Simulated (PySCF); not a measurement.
SMILES C(=C/B)/B (B3LYP/def2-SVP optimised geometry):

```
10

B      1.876     0.584     0.002
C      0.992    -0.694     0.000
C     -0.368    -0.694     0.000
B     -1.083     0.661     0.000
H      2.281     1.054    -1.034
H      2.264     1.065     1.040
H      1.535    -1.657    -0.005
H     -0.902    -1.653    -0.003
H     -2.281     0.806    -0.008
H     -0.379     1.657     0.007
```

Method: PySCF with B3LYP/def2-TZVP.

Problem. What are the frontier orbital energies and the dipole moment?

Solution. HOMO-2 -9.09 eV, HOMO-1 -8.80 eV, HOMO -7.76 eV, LUMO -2.35 eV, LUMO+1 -1.87 eV; dipole moment 1.42 D.

Meta-Löwdin charges at B3LYP/def2-TZVP: B1 0.05, C2 -0.10, C3 -0.21, B4 -0.02, H5 0.02, H6 0.02, H7 0.13, H8 0.11, H9 0.01, H10 -0.01.
